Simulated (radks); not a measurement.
The lead ion Pb20+, 62 electrons, occupied as [Kr] 4d10 4f14 5s2.

All-electron calculation, Dirac Kohn-Sham, PBE, spin-unpolarised, spherical densities, point nucleus. Program: a radial shooting solver on a logarithmic mesh with Libxc functionals.

Energy parts (Ry):
total: -41556.0173
kinetic: 48430.3330
electron-nucleus: -103033.8285
Hartree: 13793.2825
exchange-correlation: -745.8043

Orbitals (lengths in bohr, moments of r in powers of bohr; r(max) is where P^2 peaks; r(90%) holds 90 % of the orbital's charge):
\begin{tabular}{lrrrr}
orbital & occ. & eigenvalue (Ry) & r(90%) & r(max) \\ \hline
1s1/2 & 2 & -6502.227 & 0.0294 & 0.009835 \\
2s1/2 & 2 & -1190.695 & 0.105 & 0.05735 \\
2p1/2 & 2 & -1144.822 & 0.0918 & 0.04197 \\
2p3/2 & 4 & -983.7639 & 0.104 & 0.04969 \\
3s1/2 & 2 & -311.6319 & 0.256 & 0.1613 \\
3p1/2 & 2 & -290.9664 & 0.248 & 0.1503 \\
3p3/2 & 4 & -254.9667 & 0.270 & 0.1658 \\
3d3/2 & 4 & -221.1039 & 0.244 & 0.1287 \\
3d5/2 & 6 & -213.4320 & 0.250 & 0.1330 \\
4s1/2 & 2 & -96.31696 & 0.548 & 0.3619 \\
4p1/2 & 2 & -87.34887 & 0.556 & 0.3594 \\
4p3/2 & 4 & -78.43520 & 0.602 & 0.3906 \\
4d3/2 & 4 & -63.82215 & 0.622 & 0.3812 \\
4d5/2 & 6 & -62.13675 & 0.636 & 0.3905 \\
4f5/2 & 6 & -43.13035 & 0.674 & 0.3430 \\
4f7/2 & 8 & -42.73343 & 0.681 & 0.3472 \\
5s1/2 & 2 & -41.08214 & 1.09 & 0.7522 \\
\end{tabular}

The highest occupied level is 5s1/2 at -558.95 eV. Summed over all electrons, <r^2> = 8.597 bohr^2, which gives a Langevin (diamagnetic) susceptibility term of -6.81 x 10^-6 cm^3/mol. For comparison, the ionisation energy in NIST's Atomic Spectra Database is 570 eV (theoretical). In exact Kohn-Sham theory the highest level is minus the ionisation energy, but local and semilocal functionals leave it too shallow, through self-interaction and a potential that decays too fast; potentials with the right tail come closer. The density falls to 0.001 e/bohr^3 at r = 1.62 bohr.
